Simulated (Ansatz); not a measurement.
A geometry relaxed with PBE0-D3(BJ)/def2-TZVP run with Ansatz (a first-principles code), charge 0, multiplicity 1:

```xyz
13

N     -0.3800     1.4885    -0.2835
H      1.2960     0.0939     1.3262
C      1.3907    -0.0729     0.2477
C      0.0463     0.1018    -0.4342
H      1.7791    -1.0831     0.1022
H     -1.9331    -0.7904    -0.4222
H     -0.4908     1.7067     0.7014
H     -0.6311    -1.9422    -0.0994
H     -1.2874     1.6270    -0.7129
H      2.1152     0.6432    -0.1428
H      0.1871    -0.0640    -1.5093
H     -1.1245    -0.7924     1.1517
C     -0.9675    -0.9161     0.0751
```

**Question.** Write the SMILES of this molecule.

**Answer.** `CC(C)N`
